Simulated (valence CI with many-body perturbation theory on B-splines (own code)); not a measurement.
## Energy levels of Mo XXXVIII

Calculated by valence CI with perturbative core correlation (CI+MBPT): three valence electrons over a frozen Dirac-Fock core [He], radial functions for each j: 11 s, 11 p, 10 d, 8 f, 5 g, 2 h, with the one-electron correlation potential Σ1 (screened to all orders), the two-electron term Σ2, the three-electron term Σ3, Breit, model QED; selected single and double excitations, second order for the rest, scaled by the run's own slope (own B-spline code, finite nucleus).

No measured spectrum was set against this ion. As an estimate, large intervals hold to a few tenths of a per cent, small ones and those within an open d or f shell to about a per cent.

Levels 46 to 90 of 210, with energies above the lowest level, (2s^2 2p1/2) J=1/2. "Leading %" is the weight of the configuration and term that name the level; weights of strongly mixed levels are sums over their largest components and can fall short, so below about 35 % the name and the second component can differ from the true leading terms, or belong to a minority configuration. In the jj column 3d3/2^4 stands for four electrons in 3d with j = 3/2. Lifetimes count E1, E2, E3, M1 and M2 decay at the calculated energies, and are blank where another channel may lead or the interval is too uncertain; long ones can be off by a factor of two.

```tsv
No.	Configuration	Term	J	E (Ry)	Leading %	Second component	Lifetime	Leading jj
46	2p²3p	⁴D°	1/2	236.86	40	33 % 2p²3p ²P°	34.1 fs	2p1/2^2 3p1/2 (88 %)
47	2s2p3p	⁴D	7/2	237.32	100		9.44 ps	2s 2p3/2 3p3/2 (100 %)
48	2s2p3p	²P	3/2	237.58	50	34 % 2s2p3p ⁴S	24.1 fs	2s 2p3/2 3p3/2 (96 %)
49	2s2p3p	²D	5/2	238.37	51	44 % 2s2p3p ⁴P	23.4 fs	2s 2p3/2 3p3/2 (96 %)
50	2s2p3p	²S	1/2	238.52	49	32 % 2s2p3p ²P	18.8 fs	2s 2p3/2 3p3/2 (94 %)
51	2s2p3p	²P	1/2	239.13	58	29 % 2s2p3p ²S	23.4 fs	2s 2p3/2 3p1/2 (91 %)
52	2s2p3p	²D	3/2	239.22	67	18 % 2s2p3p ²P	61.0 fs	2s 2p3/2 3p1/2 (93 %)
53	2p²3p	⁴D°	3/2	239.80	28	23 % 2p²3p ⁴P°	25.2 fs	2p1/2^2 3p3/2 (93 %)
54	2s2p3d	⁴D°	5/2	240.11	49	19 % 2s2p3d ⁴F°	6.11 fs	2s 2p3/2 3d3/2 (97 %)
55	2s2p3d	⁴F°	9/2	240.15	100		381 ps	2s 2p3/2 3d5/2 (100 %)
56	2s2p3d	⁴D°	7/2	240.21	49	43 % 2s2p3d ⁴F°	7.05 fs	2s 2p3/2 3d3/2 (64 %)
57	2s2p3d	⁴P°	3/2	240.29	48	40 % 2s2p3d ⁴D°	5.53 fs	2s 2p3/2 3d3/2 (96 %)
58	2s2p3d	⁴P°	1/2	240.37	86	11 % 2s2p3d ⁴D°	6.30 fs	2s 2p3/2 3d3/2 (97 %)
59	2s2p3d	²D°	5/2	241.14	45	31 % 2s2p3d ⁴P°	8.32 fs	2s 2p3/2 3d5/2 (98 %)
60	2s2p3p	²D	5/2	241.21	73	9 % 2s2p3p ⁴P	66.2 fs	2s 2p3/2 3p3/2 (86 %)
61	2s2p3p	²P	3/2	241.46	26	25 % 2p²3s ⁴P	41.3 fs	2s 2p3/2 3p3/2 (40 %)
62	2s2p3d	²D°	3/2	241.49	40	32 % 2s2p3d ²P°	9.24 fs	2s 2p3/2 3d5/2 (90 %)
63	2p²3d	⁴F	3/2	241.65	30	16 % 2p²3d ²D	53.9 fs	2p1/2^2 3d3/2 (73 %)
64	2s2p3d	²F°	7/2	241.91	83	17 % 2s2p3d ⁴D°	4.78 fs	2s 2p3/2 3d5/2 (65 %)
65	2p²3s	⁴P	3/2	242.09	61	20 % 2s2p3p ²P	59.3 fs	2p1/2 2p3/2 3s (69 %)
66	2s2p3p	²S	1/2	242.15	51	12 % 2s2p3p ²P	129 fs	2s 2p3/2 3p3/2 (77 %)
67	2s2p3d	²P°	1/2	242.42	83	11 % 2s2p3d ⁴D°	6.16 fs	2s 2p3/2 3d5/2 (96 %)
68	2p²3s	²P	1/2	242.65	54	21 % 2p²3s ⁴P	42.7 fs	2p1/2 2p3/2 3s (75 %)
69	2p²3s	²D	5/2	242.66	16	15 % 2p²3d ⁴D	9.66 fs	2p1/2^2 3d5/2 (64 %)
70	2p²3s	²D	5/2	243.20	31	27 % 2p²3s ⁴P	42.1 fs	2p1/2 2p3/2 3s (57 %)
71	2p²3s	²D	3/2	243.42	51	33 % 2p²3s ²P	36.4 fs	2p1/2 2p3/2 3s (84 %)
72	2s2p3d	²F°	5/2	243.96	63	8 % 2s2p3d ²D°	5.59 fs	2s 2p3/2 3d3/2 (84 %)
73	2s2p3d	²D°	3/2	244.12	61	14 % 2s2p3d ²P°	5.38 fs	2s 2p3/2 3d3/2 (72 %)
74	2p²3p	⁴P°	1/2	244.12	41	29 % 2p²3p ⁴D°	24.8 fs	2p1/2 2p3/2 3p1/2 (94 %)
75	2s2p3d	²F°	7/2	244.38	83	8 % 2s2p3d ⁴D°	15.0 fs	2s 2p3/2 3d5/2 (93 %)
76	2p²3p	⁴D°	3/2	244.53	44	14 % 2p²3p ²D°	30.3 fs	2p1/2 2p3/2 3p1/2 (80 %)
77	2s2p3d	²P°	1/2	244.57	86	9 % 2s2p3d ⁴D°	7.45 fs	2s 2p3/2 3d3/2 (91 %)
78	2s2p3d	²D°	5/2	244.99	71	15 % 2s2p3d ²F°	5.09 fs	2s 2p3/2 3d5/2 (91 %)
79	2s2p3d	²P°	3/2	245.24	84	5 % 2s2p3d ⁴D°	6.77 fs	2s 2p3/2 3d5/2 (90 %)
80	2p²3p	²F°	5/2	245.26	30	18 % 2p²3p ⁴D°	30.3 fs	2p1/2 2p3/2 3p1/2 (82 %)
81	2p²3p	²P°	3/2	246.51	36	29 % 2p²3p ⁴S°	19.5 fs	2p1/2 2p3/2 3p1/2 (93 %)
82	2p²3p	⁴D°	5/2	246.81	52	34 % 2p²3p ⁴P°	24.6 fs	2p1/2 2p3/2 3p3/2 (99 %)
83	2p²3p	⁴P°	1/2	247.05	39	30 % 2p²3p ²P°	22.7 fs	2p1/2 2p3/2 3p3/2 (98 %)
84	2p²3p	²D°	3/2	247.37	48	32 % 2p²3p ⁴P°	21.6 fs	2p1/2 2p3/2 3p3/2 (95 %)
85	2p²3p	²F°	7/2	247.74	54	44 % 2p²3p ⁴D°	28.8 fs	2p1/2 2p3/2 3p3/2 (96 %)
86	2p²3p	²P°	3/2	248.26	46	24 % 2p²3p ⁴S°	21.1 fs	2p1/2 2p3/2 3p3/2 (97 %)
87	2p²3p	²D°	5/2	248.73	51	24 % 2p²3p ²F°	22.8 fs	2p1/2 2p3/2 3p3/2 (95 %)
88	2p²3d	⁴F	3/2	249.05	42	32 % 2p²3d ²P	25.3 fs	2p1/2 2p3/2 3d3/2 (97 %)
89	2p²3d	⁴F	5/2	249.13	54	40 % 2p²3d ²F	65.9 fs	2p1/2 2p3/2 3d3/2 (96 %)
90	2p²3d	⁴D	1/2	249.24	81	14 % 2p²3d ²P	49.2 fs	2p1/2 2p3/2 3d3/2 (100 %)
```
